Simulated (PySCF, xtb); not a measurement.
C3H9ClOSi, SMILES [Si@@](O)(CC)(Cl)C.

GFN2-xTB (xtb) at its own geometry gives an orbital gap of 6.72 eV and a dipole moment of 2.02 D.

Geometry: B3LYP-D3(BJ)/def2-SVP. The structure was generated by enumeration; whether it is a known compound was not checked. The values are those of a single conformer.

Task: What does PySCF with ωB97X/def2-TZVP give? (An estimate is asked for; the answer gives what the named calculation found.)

Result: gap 13.24 eV (levels -10.54 and 2.70 eV), dipole 1.86 D.
